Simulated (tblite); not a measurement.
C5H5F2O (doublet state).
Structure used (GFN2-xTB), in Å, numbered top down from 1:
```
atom  x, y, z in Å
F1     2.7831    0.2444   -0.5031
C2     1.9381    0.1689    0.5646
F3     2.3510   -0.9300    1.2594
C4     0.5243    0.0494    0.1406
C5    -0.1100   -0.9116   -0.6362
C6    -1.4367   -0.5809   -0.7188
C7    -1.6339    0.6751    0.0614
O8    -0.3509    1.0088    0.5715
H9     2.1032    1.0543    1.1952
H10    0.3813   -1.7547   -1.0796
H11   -2.2244   -1.0939   -1.2286
H12   -2.0001    1.5137   -0.5502
H13   -2.3294    0.5567    0.9061
```

The geometry is computed with GFN2-xTB (gas phase). This method treats the open shell by occupation alone, without spin polarisation.

Take the most abundant isotopes and a rigid rotor. The values belong to one conformer with, in the numbering `[F:1][CH:2]([F:3])[C:4]1=[CH:5][CH:6][CH2:7][O:8]1`, F1–C2–C4–C5 59°.

(1) What are A, B and C (cm⁻¹)?

(2) Classify the top.

(3) What does the inertial defect say?

(4) List the rotational levels J(Ka,Kc) to J = 5 (cm⁻¹).

(5) Estimate the classical rotational partition function at 50 K, 298.15 K and 500 K.

## Answers

(1) Ia = 109.45, Ib = 382.52, Ic = 400.04 u·Å²; 505379 MHz·u·Å²/I gives 4617, 1321 and 1263 MHz, that is A = 0.15402, B = 0.04407, C = 0.04214 cm⁻¹.

(2) A near-prolate asymmetric top: κ = (2 × 1321 − 4617 − 1263)/(4617 − 1263) = -0.97.

(3) Not planar: Δ = Ic − Ia − Ib = -91.93 u·Å². For a rigid frame Δ = −2 Σ m c², so Σ m c² = 45.97 u·Å² lies off the ab plane: 1.59 from hydrogen and 44.38 from heavier atoms. The atom farthest from that plane is 1.08 Å away.

(4) Above 0(0,0):
J = 1: 1(0,1) 0.0862, 1(1,1) 0.1962, 1(1,0) 0.1981
J = 2: 2(0,2) 0.2586, 2(1,2) 0.3666, 2(1,1) 0.3724, 2(2,1) 0.7023, 2(2,0) 0.7023
J = 3: 3(0,3) 0.5171, 3(1,3) 0.6224, 3(1,2) 0.6339, 3(2,2) 0.9609, 3(2,1) 0.9610, 3(3,1) 1.5155, 3(3,0) 1.5155
J = 4: 4(0,4) 0.8617, 4(1,4) 0.9633, 4(1,3) 0.9826, 4(2,3) 1.3057, 4(2,2) 1.3061, 4(3,2) 1.8604, 4(3,1) 1.8604, 4(4,1) 2.6367, 4(4,0) 2.6367
J = 5: 5(0,5) 1.2923, 5(1,5) 1.3894, 5(1,4) 1.4184, 5(2,4) 1.7367, 5(2,3) 1.7376, 5(3,3) 2.2915, 5(3,2) 2.2915, 5(4,2) 3.0678, 5(4,1) 3.0678, 5(5,1) 4.0660, 5(5,0) 4.0660
The levels of one J sum to (2J + 1)J(J + 1)(A + B + C)/3.

(5) Point group Cs, symmetry number σ = 1; q = (√π/σ)·√((kT/h)³/(ABC)), k/h = 20836.6 MHz/K: 21500 at 50 K, 313000 at 298.15 K, 679000 at 500 K.

For this open shell read J as N, the rotation without spin; fine and hyperfine splittings come on top. Its GFN2-xTB frequencies are all real (lowest 35 cm⁻¹). No vibrational averaging or centrifugal distortion is included, and the geometry carries the error of its method.
